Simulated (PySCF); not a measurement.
C2H6MgS (SMILES C[CH2][Mg][SH]), singlet, geometry from GFN2-xTB (such geometries of metal compounds can be far from the true shape); PBE/6-31G, TDA run with PySCF.

Input for PySCF:
```python
from pyscf import gto, scf, dft, tdscf

mol = gto.M(
    atom='''
Mg   -0.45187029   -0.31930665    0.93408260
C     0.24233337   -1.98911933   -0.17285771
C     0.77730266   -1.36646212   -1.45123235
H    -0.55192055   -2.70223823   -0.40624478
H     1.04150060   -2.52477661    0.34574123
H     1.57233784   -0.64739911   -1.22976359
H    -0.01771537   -0.84149341   -1.99002392
H     1.19009929   -2.12647353   -2.12004384
S    -0.19935611    1.89292032    0.17056308
H    -0.73997676    2.52082405    1.20687495
''',
    basis='6-31g',
    verbose=3,
)

mf = dft.RKS(mol)
mf.xc = 'pbe'
mf.kernel()
td = mf.TDA()
td.nstates = 15
td.kernel()
td.analyze()
```

Output, abridged:

```
converged SCF energy = -677.615287448506
Excitation energies (eV)
[2.7934997  3.63611101 4.56816367 4.62930291 5.25989998 5.2889693
 5.60832454 5.69699738 5.8481207  5.95860261 6.08371914 6.15588166
 6.52906301 6.82638443 6.87501655]

** Singlet excitation energies and oscillator strengths **
Excited State   1:      2.79350 eV    443.83 nm  f=0.0143
Excited State   2:      3.63611 eV    340.98 nm  f=0.1930
Excited State   3:      4.56816 eV    271.41 nm  f=0.2017
Excited State   4:      4.62930 eV    267.82 nm  f=0.0309
Excited State   5:      5.25990 eV    235.72 nm  f=0.0006
Excited State   6:      5.28897 eV    234.42 nm  f=0.0438
Excited State   7:      5.60832 eV    221.07 nm  f=0.0419
Excited State   8:      5.69700 eV    217.63 nm  f=0.3518
Excited State   9:      5.84812 eV    212.01 nm  f=0.0022
Excited State  10:      5.95860 eV    208.08 nm  f=0.0036
Excited State  11:      6.08372 eV    203.80 nm  f=0.1014
Excited State  12:      6.15588 eV    201.41 nm  f=0.1582
Excited State  13:      6.52906 eV    189.90 nm  f=0.0017
Excited State  14:      6.82638 eV    181.62 nm  f=0.1533
Excited State  15:      6.87502 eV    180.34 nm  f=0.0159
```
